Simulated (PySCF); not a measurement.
**Fe: excitation energy**

Fe [Ar] 3d6 4s2 (5D) → Fe [Ar] 3d6 4s1 4p1 (high-spin determinant), as a difference of total energies. Computed with PySCF 2.14 in aug-cc-pwCVTZ (10s9p7d4f3g, 127 functions), with no relativity, point nucleus. Correlated levels: valence: [Ar] frozen; valence and next inner shell: [Ne] frozen; nothing frozen. The calculations carry no spin-orbit coupling.

| method | excitation energy (eV) |
| --- | --- |
| UHF | 1.239 |
| LDA | 2.629 |
| PBE | 2.419 |
| PBE0 | 2.223 |
| r2SCAN0 | 2.074 |
| wB97M-V | 2.709 |
| MP2 (valence) | 2.139 |
| SCS-MP2 (valence) | 2.431 |
| MP2 (valence and next inner shell) | 2.231 |
| SCS-MP2 (valence and next inner shell) | 2.434 |
| MP2 (all electrons) | 2.234 |
| SCS-MP2 (all electrons) | 2.436 |

Q: How much does correlation contribute at MP2 (all electrons)?

A: 2.234 − (1.239) = 0.995 eV, measured against UHF.

A first-order spin-orbit estimate (lowest level to lowest level, LS coupling) adds 0.016 eV.

The determinant of the upper state mixes LS terms, which raises its energy above the lowest term, most at the Hartree-Fock and MP2 levels.
